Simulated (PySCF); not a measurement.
O$_{2}$Si, triplet, at a GFN2-xTB geometry (a higher spin typed on purpose: for a closed-shell molecule this is an excited state). Base run: PySCF with PBE0/def2-SVP.

The PySCF input:
```python
from pyscf import gto, scf, dft

mol = gto.Mole()
mol.atom = '''
    O    -1.25209476    0.43857993   -0.24641232
    Si   -0.03540361   -0.36887068    0.27017815
    O     1.31405109    0.20694376   -0.22639944
'''
mol.basis = 'def2-svp'
mol.spin = 2
mol.verbose = 3
mol.build()

mf = dft.UKS(mol)
mf.xc = 'pbe0'
mf.kernel()
mo_i, mo_e, stable_i, stable_e = mf.stability(internal=True, external=False, return_status=True, nroots=6, tol=1e-6)
print('internally stable:', stable_i, ' externally stable:', stable_e)
if not stable_i:
    umf = mf.copy()
    umf.scf_summary = {}
    umf.kernel(umf.make_rdm1(mo_i, mf.mo_occ))
```

The bond that is stretched is that between atoms 3 and 2. A test that says stable can miss a lower solution.

The base run was repeated with changes; each row names its change, and settings that it needs were set with it.

| change | ΔE vs base (mEh) | <S^2> | stability test says |
|---|---|---|---|
| base | 0.000 | 2.013 | internally stable (external not tested) |
| bond × 1.25 | 20.152 | 2.018 | internally stable (external not tested) |
| bond × 1.5 | 54.784 | 2.035 | internally stable (external not tested) |
| bond × 1.8 | 67.316 | 2.007 | internally stable (external not tested) |
| bond × 2.2 | 71.088 | 2.003 | internal instability |
| bond × 3.0 | 71.558 | 2.002 | internally stable (external not tested) |

On stretching, the SCF can end on different states; <S^2> shows the spin contamination of each.
